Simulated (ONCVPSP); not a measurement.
**u(r) = r·R(r): atom against pseudo-atom (boron (B))**

Columns: radius, all-electron u(r) and pseudo u(r) of the 2p shell (level -3.72 eV) of boron in the configuration [He] 2s2 2p1; LDA (Perdew-Zunger), scalar-relativistic, ONCV scheme, ONCVPSP 4.0.1.

```
r (bohr)  all-electron  pseudo
   0.155        0.0583  0.0166
   0.310        0.1687  0.0645
   0.465        0.2831  0.1384
   0.620        0.3839  0.2303
   0.775        0.4660  0.3308
   0.930        0.5289  0.4302
   1.085        0.5741  0.5197
   1.240        0.6035  0.5926
   1.395        0.6196  0.6449
   1.550        0.6249  0.6751
   1.705        0.6215  0.6844
   1.860        0.6114  0.6758
   2.015        0.5962  0.6537
   2.170        0.5773  0.6227
   2.325        0.5557  0.5873
   2.480        0.5323  0.5511
   2.635        0.5077  0.5168
   2.790        0.4826  0.4857
   2.945        0.4573  0.4578
   3.100        0.4322  0.4322
   3.255        0.4075  0.4075
   3.410        0.3834  0.3834
   3.565        0.3601  0.3601
   3.720        0.3376  0.3376
   3.875        0.3161  0.3161
   4.030        0.2955  0.2955
```

(1) How many radial nodes do the two functions have?

(2) At about which radius was the pseudo-wave matched?

(3) Is the pseudo-wave norm-conserving?

Answers

(1) The all-electron 2p function has n − l − 1 = 0; the pseudo-wave has 0.

(2) 3.10 bohr, where the columns begin to agree (steps of 0.15 bohr).

(3) Yes: the ONCV scheme keeps the norm inside the radius equal to the all-electron one, which fixes the energy derivative of the logarithmic derivative at the level.
